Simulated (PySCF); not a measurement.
Computed shifts of a molecule C₃H₈OSi, PBE/pcSseg-1 (PySCF), GIAO, gas phase, atoms alike by connectivity averaged where their shifts nearly agree, in ppm (number of nuclei): ²⁹Si: -8.5 (1). ¹³C: 142.6 (1), 122.0 (1), 31.1 (1). ¹H: 6.36 (1), 5.54 (2), 5.39 (2), 2.43 (1), 1.71 (1), 0.97 (1). References: ²⁹Si against TMS (σ = 335.4 ppm); ¹⁷O against H2O (σ = 334.3 ppm); ¹³C against TMS (σ = 182.0 ppm); ¹H against TMS (σ = 31.49 ppm), references at their B3LYP-D3(BJ)/def2-TZVP geometries, non-relativistic. Coordinates come from a PBE0-D3(BJ)/def2-SVP optimisation. Other conformers were not sampled.

Q: Identify the compound among the candidates.
A. C1C[SiH2]CO1
B. C=CC[SiH2]O
C. C[SiH2]C(C)=O
D. [SiH3][C@H]1CCO1

A: B, C=CC[SiH2]O
